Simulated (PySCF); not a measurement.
Harmonic spectrum computed at PBE0 in the def2-TZVP basis family (core potentials from Rb on, PySCF, no spin–orbit coupling):

| symmetry | ω (cm⁻¹) | IR (km/mol) |
| --- | --- | --- |
| a' | 417 | 1.0 |
| a' | 980 | 142 |
| a' | 1106 | 32.4 |

Problem. Which molecule gave it? In each, all ligands are bound to the one heavy central atom.
A. RuON (doublet)
B. AsON (singlet)
C. WON (doublet)
D. TaON (singlet)

Solution. C. It has Cs symmetry with W–N 1.675 Å, W–O 1.708 Å.
